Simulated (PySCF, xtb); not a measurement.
H4Se3Si, SMILES [SeH][SiH]([SeH])[SeH]. The values are those of a single conformer.

Harmonic wavenumbers (cm⁻¹) from GFN2-xTB in xtb at its own minimum, in rising order: 53, 73, 79, 112, 121, 134, 265, 383, 389, 542, 573, 596, 622, 668, 2073, 2090, 2110, 2256.

Question: What does B3LYP-D3(BJ)/def2-SVP (PySCF) give at its own minimum? (The exact figures need the calculation; the answer reports its results.)

Answer: 75, 88, 132, 173, 196, 234, 309, 425, 435, 606, 645, 681, 750, 817, 2224, 2392, 2394, 2410. Paired by order, the mean absolute difference is 102 cm⁻¹ and the zero-point energies are 18.8 and 21.4 kcal/mol.
